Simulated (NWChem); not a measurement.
CH6BN; SMILES BNC

Results from NWChem. Geometry: optimised at PBE0/def2-SVP. Gas phase, vertical. One conformer.

B3LYP/def2-SVPD, TDA puts singlet state 3 at 7.59 eV with oscillator strength 0.317.

Problem. Give the wavelength, the transition dipole and the radiative lifetime of that state in vacuum.

Solution. 
1. λ = 1239.84/7.59 = 163 nm, or 61220 cm⁻¹.
2. f = (2/3) ΔE μ² in atomic units, so μ = √(1.5 f/ΔE) = 1.31 a.u. = 3.32 D.
3. τ = 1.499 s cm⁻² / (f ν²) = 1.3 ns, for a non-degenerate state that emits at the vertical energy; a higher state like this one mostly decays faster by other paths.
